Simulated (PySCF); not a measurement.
Ge(H)(F)2(OH) (F2GeH2O), SMILES [OH][GeH]([F])[F]. Heavy atoms are numbered as in [GeH:1]([OH:2])([F:3])[F:4]. Hydrogens are named by the atom that carries them.

Geometry: B3LYP-D3(BJ)/def2-SVP. Other conformers were not sampled.

All values below come from KT2/pcSseg-1 in PySCF.

GIAO shieldings, no solvent; atoms alike by connectivity are averaged. δ = σ(ref) − σ: ⁷³Ge against GeH4 (σ = 1669.3 ppm); ¹⁷O against H2O (σ = 330.4 ppm); ¹⁹F against CFCl3 (σ = 127.1 ppm); ¹H against TMS (σ = 31.47 ppm), references at their B3LYP-D3(BJ)/def2-TZVP geometries, non-relativistic.

Computed chemical shifts:
```json
[
 {"nucleus": "⁷³Ge", "atoms": "Ge1 (GeH)", "count": "1", "δ (ppm)": "319.6"},
 {"nucleus": "¹⁷O", "atoms": "O2 (OH)", "count": "1", "δ (ppm)": "75.7"},
 {"nucleus": "¹⁹F", "atoms": "F3", "count": "2", "δ (ppm)": "-159.4"},
 {"nucleus": "¹H", "atoms": "H on Ge1", "count": "1", "δ (ppm)": "6.21"},
 {"nucleus": "¹H", "atoms": "H on O2", "count": "1", "δ (ppm)": "2.63"}
]
```
